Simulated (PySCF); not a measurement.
Input of a run (PBE0-D3(BJ)/def2-SVP geometry optimisation, gas phase (PySCF 2.14.0)), started from GFN2-xTB:
```
{"job": {"xc": "PBE0", "basis": "def2-SVP", "d3": "d3bj", "grid": 1, "kind": "geom"}, "charge": -1, "multiplicity": 1}
C      2.248156     0.527250     0.943358
C      1.334397     0.204945     0.001027
O      1.343274     0.429853    -1.245446
C      0.095125    -0.573164     0.542489
F      0.462249    -1.839241     0.993575
F     -0.430828     0.004110     1.688716
C     -1.026643    -0.753760    -0.471543
C     -1.628394     0.587355    -0.864790
H      3.148073     1.060171     0.684100
H      2.107270     0.265282     1.978645
H     -1.782977    -1.418835    -0.040885
H     -0.579507    -1.228213    -1.345551
H     -0.842009     1.187874    -1.315495
H     -2.437694     0.449648    -1.581726
H     -2.014907     1.104714     0.011613
```

Output (energies in Eh, forces in Eh/bohr):
```
step   0  E = -468.82483299  max force = 0.015675
step   1  E = -468.82735037  max force = 0.005878
step   2  E = -468.82766721  max force = 0.001294
step   3  E = -468.82783714  max force = 0.001989
step   4  E = -468.82805091  max force = 0.004769
step   5  E = -468.82842700  max force = 0.005302
step   6  E = -468.82876192  max force = 0.002381
step   7  E = -468.82881593  max force = 0.001111
step   8  E = -468.82884212  max force = 0.000576
step   9  E = -468.82886674  max force = 0.000571
step  10  E = -468.82883291  max force = 0.000986
step  11  E = -468.82888715  max force = 0.000814
step  12  E = -468.82890516  max force = 0.000553
step  13  E = -468.82890473  max force = 0.000348
optimisation converged
```

Question: Summarise the run.

Answer: The energy falls by 10.7 kJ/mol over 14 energy and gradient evaluations, the largest force component goes from 0.0157 to 3.5e-04 Eh/bohr, and the atoms move by 0.465 Å rms after alignment. The bond that changes most is C1=C2 (ends: carbon bonded to C and 2 H; vinylic carbon bearing oxygen), which lengthens by 0.026 Å. Bonds longer at the end by more than 0.005 Å: 8 of 14; shorter: 5. Among the angles that change most is O3–C2–C4, from 115.8° to 112.7°. Among the dihedrals that turn most is C1–C2–C4–F5, from -67° to -114°. The energy rose by more than 1e-6 Eh at step 10. The first step brought 62 % of the lowering.

Question: What are the final bond lengths?

Answer: C1=C2 1.378 Å, C2–O3 1.262 Å, C2–C4 1.545 Å, C4–F5 1.376 Å, C4–F6 1.377 Å, C4–C7 1.514 Å, C7–C8 1.518 Å, C1–H9 1.095 Å, C1–H10 1.091 Å, C7–H11 1.104 Å, C7–H12 1.100 Å, C8–H13 1.101 Å, C8–H14 1.102 Å, C8–H15 1.101 Å. Numbering counts from 1 in the input's order; the species is `C=C([O-])C(F)(F)CC`.

The run used 147 basis functions and 102 SCF cycles in all.

No PBE0-D3(BJ)/def2-SVP frequencies stand behind this structure, so it isn't proved a minimum.

One conformer stands for the species.
